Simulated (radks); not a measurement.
Values are calculated unless marked as measured or tabulated.
Initial-state core-level shifts of the rhodium ion Rh+ when its valence configuration changes from [Kr] 4d8. Code: a radial shooting solver on a logarithmic mesh with Libxc functionals. Model: scalar-relativistic Kohn-Sham, r2SCAN, spin-polarised, spherical densities, finite nucleus; open shells are filled with parallel spins first (spin-orbit coupling, left out, can overturn this in heavy ions); meta-GGA in the generalised Kohn-Sham scheme; Fermi nuclear charge, rms radius 4.4945 fm. Shifts are changes of the shell-averaged eigenvalues in eV (positive: less bound); the change of the density at the nucleus, which sets a Mossbauer isomer shift, is in e/bohr^3, on a base of 1.237e+05.

valence           2p       3p       4s       4p  density at nucleus
4d7 5s1       -4.463   -4.415   -4.024   -3.811              +24.95
4d7.5 5p0.5   -2.897   -2.888   -2.738   -2.642               +1.28
4d7 5p1       -5.827   -5.799   -5.447   -5.240               +2.86
4d6 5p2      -11.857  -11.752  -10.831  -10.361               +6.84
4d7.5 5s0.5   -2.195   -2.176   -2.000   -1.899              +11.70
4d6.5 5p1.5   -8.811   -8.751   -8.144   -7.813               +4.71
